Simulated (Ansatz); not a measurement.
Mulliken charges of C₂H₅NOSi, SMILES `OC1N=C1[SiH3]` from ωB97M-V/def2-TZVPP in Ansatz (PBE0-D4/def2-TZVP geometry).

```tsv
atom	x (Å)	y (Å)	z (Å)	charge (e)
O1	-1.778	1.292	0.180	-0.296
C2	-0.578	0.969	0.783	0.001
N3	-0.454	-0.358	1.430	-0.166
C4	0.126	-0.200	0.316	-0.005
Si5	1.113	-1.133	-0.958	0.205
H6	-2.377	1.639	0.848	0.182
H7	-0.058	1.800	1.255	0.100
H8	0.345	-1.121	-2.225	-0.002
H9	1.343	-2.519	-0.486	-0.006
H10	2.400	-0.419	-1.141	-0.011
```

By hand: the dipole of these point charges (1 e Å = 4.8032 D).

Σ q r = (0.355, -0.053, -0.188) e Å, of length 0.405 e Å = 1.95 D.

How does the dipole of the full density compare? (An estimate is asked.)

Computed: (0.182, 0.168, -0.092) e Å, 1.27 D; the point charges give 1.54 times that, at 47° from its direction.

Point charges leave out the atoms' own dipoles, such as those of lone pairs, and Mulliken's split depends on the basis, so the two needn't agree.
